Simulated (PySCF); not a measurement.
Cd¹⁸⁺: ionisation energy

Cd¹⁸⁺ [Ar] 3d10 4s2 → Cd¹⁹⁺ [Ar] 3d10 4s1 [4s1/2^1, M_J = 1/2], as a difference of total energies. All numbers are calculated (PySCF 2.14, the two-component X2C-1e Hamiltonian, in an uncontracted even-tempered set (18 s from 1 bohr⁻², ratio 2.8; 13 p from 1.4 bohr⁻², ratio 2.8; 8 d from 2.4 bohr⁻², ratio 2.8; 4 f from 6.6 bohr⁻², ratio 3)). Correlated levels: [Ne] frozen; the 76 highest virtual spinors dropped. "Screened" scales the spin-orbit matrix elements by Boettger's factors to mimic the two-electron term; Breit and QED terms are absent.

```
                    method  ionisation energy (eV)
           GHF (spin-free)                  512.00
          GMP2 (spin-free)                  514.37
 GHF (screened spin-orbit)                  511.98
GMP2 (screened spin-orbit)                  514.35
```

Q: How much does correlation contribute at GMP2 (screened spin-orbit)?

A: 514.35 − (511.98) = 2.37 eV, measured against GHF (screened spin-orbit).

Breit and QED terms and the two-electron picture change are absent.

For comparison: 513 ± 3 eV (theoretical estimate listed by NIST; NIST Atomic Spectra Database, ionization energies).
